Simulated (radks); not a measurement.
Values are calculated unless marked as measured or tabulated.
Charge is removed step by step from the 5s down level of the neodymium ion Nd+, starting from [Kr] 4d10 4f4 5s(up 1, down 1) 5p6 6s1. Code: a radial shooting solver on a logarithmic mesh with Libxc functionals. Model: scalar-relativistic Kohn-Sham, PBEsol, spin-polarised, spherical densities, finite nucleus; open shells are filled with parallel spins first (spin-orbit coupling, left out, can overturn this in heavy ions); Fermi nuclear charge, rms radius 4.9123 fm.

removed (e) = 0: E - E(0) (eV) 0.000; eigenvalue (eV) -45.209; E minus straight line (eV) 0.000
removed (e) = 0.25: E - E(0) (eV) 11.642; eigenvalue (eV) -47.997; E minus straight line (eV) -1.080
removed (e) = 0.5: E - E(0) (eV) 23.993; eigenvalue (eV) -50.870; E minus straight line (eV) -1.452
removed (e) = 0.75: E - E(0) (eV) 37.070; eigenvalue (eV) -53.810; E minus straight line (eV) -1.097
removed (e) = 1: E - E(0) (eV) 50.890; eigenvalue (eV) -56.808; E minus straight line (eV) 0.000

Removing the whole electron costs 50.890 eV by Delta-SCF, against 45.209 eV from minus the eigenvalue at the starting occupation. Slater's transition state (half an electron removed) gives 50.870 eV. Integrating minus the eigenvalue over the occupation (Janak's theorem) gives 50.915 eV. In this scalar-relativistic scheme the density is built from large components alone, so the theorem holds only approximately. The mean slope of the eigenvalue, de/dn, is 11.6 eV per electron.
